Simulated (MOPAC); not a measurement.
MOPAC input (PM6):

```
PM6 FORCE THERMO(298,298) PRECISE LET UHF MS=0.5 GEO-OK AUX(PRECISION=9) THREADS=1
CH3Si

C    -1.09098223 1   -0.09077122 1   -0.01731740 1
Si    0.60698779 1   -0.02245142 1    0.00864437 1
H    -1.72838866 1    0.78596438 1   -0.01480895 1
H    -1.67273573 1   -1.00089280 1   -0.03825389 1
H     1.41945918 1    1.21543253 1    0.03743343 1
```

Output:

```
 *******************************************************************************
 **                                                                           **
 **                              MOPAC v23.2.5                                **
 **                                                                           **
 *******************************************************************************
 ** MOPAC's Digital Object Identifier: https://doi.org/10.5281/zenodo.6511958 **
 **                                                                           **
 ** Please cite the open-source release paper for use of this MOPAC version:  **
 ** J. E. Moussa and J. J. P. Stewart (2026)                                  **
 ** MOPAC: An open-source semiempirical molecular orbital program             **
 ** J. Open Source Softw., 11(119), 8025, https://doi.org/10.21105/joss.08025 **
 *******************************************************************************

                              PM6 CALCULATION RESULTS

 *******************************************************************************
 *  PM6        - The PM6 Hamiltonian to be used
 *  GEO-OK     - OVERRIDE INTERATOMIC DISTANCE AND OTHER SAFETY CHECKS
 *  UHF        - UNRESTRICTED HARTREE-FOCK CALCULATION
 *  MS=        - IN MECI, MAGNETIC COMPONENT OF SPIN =  0.5
 *  LET        - OVERRIDE SOME SAFETY CHECKS
 *  PRECISE    - TIGHTER CRITERIA TO BE USED
 *  FORCE      - FORCE CALCULATION SPECIFIED
 *  AUX        - OUTPUT AUXILIARY INFORMATION
 *  THERMO     - THERMODYNAMIC QUANTITIES TO BE CALCULATED
 *******************************************************************************
PM6 FORCE THERMO(298,298) PRECISE LET UHF MS=0.5 GEO-OK AUX(PRECISION=9) THREADS=1
 CH3Si

   ATOM   CHEMICAL          X               Y               Z
  NUMBER   SYMBOL      (ANGSTROMS)     (ANGSTROMS)     (ANGSTROMS)

     1       C         -1.09098223  *  -0.09077122  *  -0.01731740  *
     2      Si          0.60698779  *  -0.02245142  *   0.00864437  *
     3       H         -1.72838866  *   0.78596438  *  -0.01480895  *
     4       H         -1.67273573  *  -1.00089280  *  -0.03825389  *
     5       H          1.41945918  *   1.21543253  *   0.03743343  *

          CARTESIAN COORDINATES

    NO.       ATOM           X           Y           Z

     1         C         -1.0910     -0.0908     -0.0173
     2        Si          0.6070     -0.0225      0.0086
     3         H         -1.7284      0.7860     -0.0148
     4         H         -1.6727     -1.0009     -0.0383
     5         H          1.4195      1.2154      0.0374

 General Reference for PM6:
 "Optimization of Parameters for Semiempirical Methods V: Modification of NDDO Approximations
 and Application to 70 Elements", J. J. P. Stewart, J. Mol. Mod., 13, 1173-1213 (2007)
 URL: https://link.springer.com/article/10.1007/s00894-007-0233-4

           Empirical Formula: C H3 Si  =     5 atoms

      MOLECULAR POINT GROUP   :   Cs

          UHF CALCULATION, NO. OF ALPHA ELECTRONS =    6
                           NO. OF BETA  ELECTRONS =    5

[...]
 TRANSITION DIPOLE   1.1225         C 1 -- H 3         +30.8% ( 50.6%)      0.0%
 TRAVEL (Ang.)       0.3047         C 1 -- Si2          +5.7% ( 21.8%)      0.0%
 REDUCED MASS        0.8669         Si2 -- H 5          +0.3% (  4.9%)      0.0%
 EFFECTIVE MASS      2.3671
 FORCE CONSTANT      0.3583

 VIBRATION          5    3A'         ATOM PAIR     ENERGY CONTRIBUTION    RADIAL
 FREQUENCY           942.98         C 1 -- Si2         +49.3% (102.4%)    100.0%
 TRANSITION DIPOLE   0.0499         C 1 -- H 3         +22.9% ( 69.8%)     48.9%
 TRAVEL (Ang.)       0.1116         C 1 -- H 4         +22.6% ( 69.4%)     48.5%
 REDUCED MASS        5.7396         Si2 -- H 5          +5.2% ( 33.3%)     19.4%
 EFFECTIVE MASS     15.6967
 FORCE CONSTANT      3.0071

 VIBRATION          6    4A'         ATOM PAIR     ENERGY CONTRIBUTION    RADIAL
 FREQUENCY          1186.41         C 1 -- H 4         +43.4% ( 64.4%)      3.5%
 TRANSITION DIPOLE   0.5975         C 1 -- H 3         +40.2% ( 62.0%)      3.6%
 TRAVEL (Ang.)       0.2797         C 1 -- Si2         +16.0% ( 39.2%)    100.0%
 REDUCED MASS        0.7267         Si2 -- H 5          +0.3% (  5.4%)     12.9%
 EFFECTIVE MASS      3.0071
 FORCE CONSTANT      0.6027

 VIBRATION          7    5A'         ATOM PAIR     ENERGY CONTRIBUTION    RADIAL
 FREQUENCY          2061.25         Si2 -- H 5         +99.6% ( 99.9%)    100.0%
 TRANSITION DIPOLE   0.2252         C 1 -- Si2          +0.3% (  5.9%)     50.4%
 TRAVEL (Ang.)       0.1835
 REDUCED MASS        0.9717
 EFFECTIVE MASS      1.3993
 FORCE CONSTANT      2.4325

 VIBRATION          8    6A'         ATOM PAIR     ENERGY CONTRIBUTION    RADIAL
 FREQUENCY          2704.45         C 1 -- H 3         +68.1% ( 84.6%)     99.1%
 TRANSITION DIPOLE   0.9256         C 1 -- H 4         +31.1% ( 57.1%)     95.3%
 TRAVEL (Ang.)       0.2075         C 1 -- Si2          +0.8% (  9.4%)      1.5%
 REDUCED MASS        0.5791
 EFFECTIVE MASS      1.4943
 FORCE CONSTANT      2.4954

 VIBRATION          9    7A'         ATOM PAIR     ENERGY CONTRIBUTION    RADIAL
 FREQUENCY          2757.28         C 1 -- H 4         +69.7% ( 82.4%)     98.4%
 TRANSITION DIPOLE   1.1838         C 1 -- H 3         +29.7% ( 53.8%)     91.7%
 TRAVEL (Ang.)       0.2106         C 1 -- Si2          +0.6% (  7.6%)     92.3%
 REDUCED MASS        0.5513
 EFFECTIVE MASS      1.2627
 FORCE CONSTANT      2.4693

      SYMMETRY NUMBER FOR POINT-GROUP Cs  =  1

          SYSTEM IS A GROUND STATE

 CH3Si

          MOLECULE IS NOT LINEAR

          THERE ARE  9 GENUINE VIBRATIONS IN THIS SYSTEM
          THIS THERMODYNAMICS CALCULATION IS LIMITED TO
          MOLECULES WHICH HAVE NO INTERNAL ROTATIONS

                    CALCULATED THERMODYNAMIC PROPERTIES
                                          *
   TEMP. (K)   PARTITION FUNCTION   H.O.F.    ENTHALPY  HEAT CAPACITY ENTROPY
                                   KCAL/MOL   CAL/MOLE    CAL/K/MOL  CAL/K/MOL

 298.00  VIB.     0.1393D+01                   501.2313     4.8560     2.3409
         ROT.     0.4468D+04                   888.2803     2.9808    19.6828
         INT.     0.6225D+04                  1389.5116     7.8368    22.0237
         TRA.     0.2737D+27                  1480.4672     4.9680    37.2084
         TOT.                       90.802    2869.9788    12.8048    59.2320

   *: NOTE: HEATS OF FORMATION ARE RELATIVE TO THE
            ELEMENTS IN THEIR STANDARD STATE AT 298K
              (=  Standard Enthalpy of Formation).

            Hvib:  Zero-point energy is not included.
                   frequencies of less than zero cm-1 are not included.
            Hrot = (3/2)RT
            Htra = (3/2)RT + pV = (5/2)RT

            Heat capacity is Cp, not Cv

          For more information, see: HTTP://OpenMOPAC.net/Manual/thermochemistry.html

           FORCE CONSTANT IN CARTESIAN COORDINATES (Millidynes/A)

    ATOM   CHEMICAL       X               Y               Z
   NUMBER   SYMBOL  FORCE CONSTANT  FORCE CONSTANT  FORCE CONSTANT

      1       C        7.233226        5.262105        1.088233
      2      Si        5.972550        2.257798        0.146138
      3       H        1.633442        2.924108        0.140017
      4       H        1.727987        2.913377        0.225558
      5       H        0.970710        1.656534        0.058281

 **********************
 *                    *
 * JOB ENDED NORMALLY *
 *                    *
 **********************

 == MOPAC DONE ==
```
